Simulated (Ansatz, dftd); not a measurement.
Reaction: BSiH4 (SMILES B[SiH2], doublet) → BSiH4 (SMILES [BH][SiH3], doublet)
Each species at its own B3LYP-D3(BJ)/def2-TZVP minimum (Ansatz, a quantum-chemistry and plane-wave program).

Wanted: isomerisation energy (electronic), in kcal/mol. Radicals and triplets start from unrestricted determinants; spin-orbit coupling is neglected. CBS(X,Y): correlation extrapolated as X^-3, Hartree-Fock from the larger set. A bracket is a step between two methods taken in the basis named. The functionals are non-relativistic, so their misses hold any scalar relativity. Double hybrids freeze cores in their MP2 part. 'core' is core correlation in cc-pwCVTZ (1s frozen past Ne), 'X2C' scalar relativity in cc-pVTZ-DK, both at CCSD(T).

Compared with CCSD(T)/CBS(cc-pV(T+d)Z,cc-pV(Q+d)Z) + [CCSDT(Q) - CCSD(T)]/cc-pV(T+d)Z + core + X2C (Ansatz).

**Question.** Rank these levels by how close they come to it, closest first: PBE0-D4/def2-TZVPD (Ansatz + dftd4); r2SCAN/def2-TZVPD (Ansatz); B2PLYP-D4/def2-TZVPD (Ansatz + dftd4); CAM-B3LYP-D3(BJ)/def2-TZVPD (Ansatz + dftd3).

**Answer.** CAM-B3LYP-D3(BJ)/def2-TZVPD (23.8 kcal/mol, difference 0.4), B2PLYP-D4/def2-TZVPD (24.1 kcal/mol, difference 0.7), r2SCAN/def2-TZVPD (24.3 kcal/mol, difference 0.9), PBE0-D4/def2-TZVPD (24.9 kcal/mol, difference 1.5)
